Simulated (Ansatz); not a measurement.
A nudged elastic band was laid between two geometries of GaH3 + H3P (8 atoms, charge 0, multiplicity 1).

Computed with RKS PBE0/def2-SVP (Ansatz).

* movable images: 9
* climbing image: yes
* spring: 5.0 eV/Å²
* optimiser: quadratic models (default)
* start path: through a guess of the saddle point
* force threshold: 0.05 eV/Å
* iteration limit: 51
* end points: relaxed

Image 0:

```xyz
8
Properties=species:S:1:pos:R:3
Ga 0.024 0.113 0.094
H -0.079 0.765 1.522
H 1.429 -0.052 -0.589
H -1.288 -0.219 -0.705
P 0.193 -3.036 1.198
H -0.669 -2.799 0.085
H 1.373 -2.630 0.505
H -0.034 -1.750 1.793
```

Image 10:

```xyz
8
Properties=species:S:1:pos:R:3
Ga 0.105 -0.713 -0.097
H -0.091 0.648 1.901
H 1.408 0.144 -0.270
H -1.301 -0.170 -0.539
P 0.262 -2.858 0.792
H -0.616 -3.441 -0.171
H 1.457 -3.187 0.084
H -0.275 -0.032 2.202
```

Task: What changes between the two ends?

Result: Bonds broken: Ga1–H2, P5–H8. Bonds formed: Ga1–P5, H2–H8. GaH3 + H3P becomes GaH4P + H2.

Task: What energy profile does the band end with?

Result: The run converged. The highest image is number 4 of 0 to 10, 21.6 kcal/mol above the first end and 26.8 kcal/mol above the last; the last end lies 5.2 kcal/mol below the first. A vibrational analysis at the climbing image gives one clearly imaginary mode, 1176i cm⁻¹: a first-order saddle point. The orbitals stay closed-shell, which can raise the energy where a bond breaks towards radicals; this wasn't checked here.

| image | path coordinate (Å) | energy (kcal/mol) | Ga1–H2 (Å) | P5–H8 (Å) | Ga1–P5 (Å) |
| --- | --- | --- | --- | --- | --- |
| 0 | 0.00 | 0.0 | 1.57 | 1.44 | 3.34 |
| 1 | 0.34 | 0.4 | 1.57 | 1.44 | 3.23 |
| 2 | 0.67 | 3.4 | 1.58 | 1.46 | 3.05 |
| 3 | 1.01 | 13.1 | 1.63 | 1.56 | 2.83 |
| 4 | 1.35 | 21.6 | 1.72 | 1.79 | 2.66 |
| 5 | 1.65 | 14.3 | 1.85 | 2.02 | 2.51 |
| 6 | 1.95 | 4.1 | 2.02 | 2.23 | 2.39 |
| 7 | 2.25 | -1.7 | 2.16 | 2.48 | 2.35 |
| 8 | 2.56 | -4.3 | 2.27 | 2.75 | 2.34 |
| 9 | 2.86 | -5.1 | 2.37 | 3.01 | 2.33 |
| 10 | 3.16 | -5.2 | 2.42 | 3.20 | 2.33 |

Task: What is the geometry of the highest image?

Result: 
```xyz
8
Properties=species:S:1:pos:R:3
Ga 0.044 -0.279 -0.003
H -0.052 0.175 1.653
H 1.478 0.030 -0.501
H -1.392 -0.156 -0.574
P 0.116 -2.665 1.166
H -0.627 -2.989 -0.007
H 1.399 -2.788 0.557
H -0.017 -0.937 1.612
```

Task: What are the harmonic wavenumbers there?

Result: 1176i, 123, 247, 415, 524, 572, 637, 683, 706, 990, 1078, 1159, 1566, 1708, 2037, 2058, 2421, 2444 cm⁻¹.

The band took 8 iterations and about 4 core-minutes.

Time of the run: 3.7 min on 1 thread of Arm Neoverse V1, on a shared host, peak memory 0.16 GiB.
